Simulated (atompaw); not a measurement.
# Before and after: PAW (atompaw) potential for neodymium

```json
{
  "Element": "neodymium (Nd)",
  "Generator": "atompaw 4.2.0.5",
  "Type": "PAW",
  "Functional": "LDA (PW92)",
  "Relativity": "scalar-relativistic",
  "Frozen core": "[Kr] 4d10",
  "Valence charge": "14",
  "Reference configuration": "4f4 5s2 5p6 5d0 6s1.5 6p0.5",
  "Partial waves": "5s (bound): rc 2.20 bohr; 6s (bound): rc 2.75 bohr; 5p (bound): rc 2.35 bohr; 6p (bound): rc 3.00 bohr; 5d (bound, empty): rc 3.00 bohr; 5d channel at 0.35 Ry: rc 3.00 bohr; 4f (bound): rc 1.10 bohr; 4f channel at 4.45 Ry: rc 1.10 bohr",
  "Local potential": "troulliermartins scheme with l = 4 at 0 Ry, radius 2.40 bohr",
  "Core correction": "smooth core density matched at 2.55 bohr",
  "Augmentation charge": "gaussian compensation charge, radius 2.45 bohr; PAW radius 3.00 bohr; waves and projectors: custom polynom gramschmidtortho"
}
```

Change: local potential troulliermartins scheme with l = 4 at 0 Ry, radius 1.90 bohr.

Cutoffs: the cutoffs (Ry, on a coarse ladder) from which the occupation-weighted sum of valence levels, in a spherical-Bessel basis at the reference potential, stays within 10 and 1 mRy of its value at 400 Ry; they do not see the model core or the augmentation charge, which bear on the density cutoff.

Question: What does the change do?

Answer: The potential gets neither clearly harder nor softer (160 Ry and 230 Ry → 160 Ry and 230 Ry); the range in which the s phases agree narrows (upper end 3.0 → 0.6); neither file shows a bound ghost.

```csv
quantity,base,changed
"cutoff, loose",160 Ry,160 Ry
"cutoff, tight",230 Ry,230 Ry
bound ghosts,none,none
s: phases at 3.01 bohr within 0.05 rad from the reference energy up to (Ry; the scan ends near 5),3.0,0.6
p: phases at 3.01 bohr within 0.05 rad from the reference energy up to (Ry; the scan ends near 5),0.8,0.7
d: phases at 3.01 bohr within 0.05 rad from the reference energy up to (Ry; the scan ends near 5),2.9,2.6
f: phases at 3.01 bohr within 0.05 rad from the reference energy up to (Ry; the scan ends near 5),to the end of the scan,to the end of the scan
lowest overlap eigenvalue by channel,"s 0.63, p 0.66, d 0.93, f 0.96","s 0.64, p 0.65, d 0.93, f 0.99"
```

 The cutoffs see the waves, projectors and local potential, not the compensation charge or the core.
